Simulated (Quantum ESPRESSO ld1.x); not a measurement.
The numbers below are computed, except where a source is named.
Q: These are the eigenvalues of the occupied orbitals of an atom or ion with whole-number occupations (hartree). Code: ld1.x of Quantum ESPRESSO 7.5. Model: Dirac Kohn-Sham, relativistic LDA (MacDonald-Vosko exchange, VWN5 correlation), spin-unpolarised, spherical densities, point nucleus.

| orbital | eigenvalue |
|---|---|
| 1s1/2 | -1561.79 |
| 2s1/2 | -280.896 |
| 2p1/2 | -267.877 |
| 2p3/2 | -250.273 |
| 3s1/2 | -86.2255 |
| 3p1/2 | -80.6810 |
| 3p3/2 | -77.0666 |
| 3d3/2 | -67.4474 |
| 3d5/2 | -66.6500 |
| 4s1/2 | -39.3703 |
| 4p1/2 | -37.1263 |
| 4p3/2 | -36.0345 |

Which element is it, and in what charge state? The configuration may be excited. Open shells, if any, are shared by 2j + 1.

A: Z = 59, praseodymium, charge +28: Pr28+ in [Ar] 3d10 4s2 4p1. The list shows which subshells hold electrons but not how many an open one holds; the 1s level, -1561.8 hartree, gives Z - s = 55.9 by -(Z - s)^2/2, which with screening and relativity narrows Z to a few neighbours, and the depths of the outer levels then fix element, charge and occupations together.
